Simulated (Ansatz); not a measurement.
Isolated molecules relaxed with PBE0-D4/def2-TZVP in Ansatz; ΔE leaves out vibrations. CCSD(T)/CBS adds triple-zeta CCSD(T) − MP2 to the extrapolated MP2 energy (def2 sets, frozen cores). This one scheme is used for every species. DFT in def2-TZVPP. For Ga outer-core shells are correlated without core-valence functions, which leaves a few kJ/mol of doubt a bond. Scalar relativity is left out up to krypton.

`C[BH][GaH2]` + H₂ → `[BH2][GaH2]` + CH₄  (hydrogenolysis of a B–C bond)

`C[BH][GaH2]`:

```xyz
9

C     0.646   -1.131    0.603
B    -0.518   -0.133    0.337
Ga   -0.497    1.431   -1.032
H     0.308   -2.134    0.880
H     1.124   -0.731    1.515
H     1.427   -1.201   -0.155
H    -1.493   -0.250    1.036
H     0.071    2.864   -0.688
H    -1.069    1.286   -2.496
```

H₂:

Z-matrix (Å, degrees):
```
H
H 1 0.746
```

`[BH2][GaH2]`:

```xyz
6

B    -0.118    0.843   -0.696
Ga    0.104   -0.741    0.610
H     0.713    1.700   -0.806
H    -1.086    0.966   -1.392
H     0.793   -2.092    0.185
H    -0.406   -0.676    2.099
```

CH₄:

Z-matrix (Å, degrees):
```
C
H 1 1.090
H 1 1.090 2 109.5
H 1 1.090 2 109.5 3 -120.0
H 1 1.090 2 109.5 3 120.0
```

**Question.** Is it downhill or uphill in electronic energy at CCSD(T)/CBS, and by how much? (Best estimate.)

**Answer.** Ansatz gave: Downhill: ΔE = -0.22 eV.

**Question.** What do these levels give: revPBE-D4, r2SCANh-D4, ωB97X-V, r2SCAN, CAM-B3LYP, CCSD/def2-SVP, HF/def2-TZVPP, MP2/def2-TZVPP, SCS-MP2/def2-TZVPP, CCSD/def2-TZVPP, HF/def2-QZVPP, MP2/CBS(def2)? (Estimate.)

**Answer.** The calculation gave: revPBE-D4 -0.12, r2SCANh-D4 -0.19, ωB97X-V -0.24, r2SCAN -0.19, CAM-B3LYP -0.29, CCSD/def2-SVP -0.32, HF/def2-TZVPP -0.48, MP2/def2-TZVPP -0.20, SCS-MP2/def2-TZVPP -0.26, CCSD/def2-TZVPP -0.29, HF/def2-QZVPP -0.48, MP2/CBS(def2) -0.17 eV.

Largest T1 diagnostic among the species: 0.014.

From PBE to PBE0 (25 % exact exchange), in def2-TZVPP and without D4, ΔE moves by −0.04 eV. The D4 term adds +0.07 eV with B3LYP and +0.04 eV with PBE0; it sums over pairs of atoms, weighted by their polarisabilities, and B3LYP, whose exchange is more repulsive, gets the larger term. In def2-TZVPP, CCSD(T) changes the Hartree–Fock value by +0.23 eV (the triples alone add +0.04 eV) and MP2 by +0.28 eV.

B3LYP here is the variant with VWN-RPA as its local correlation; programs differ in this.
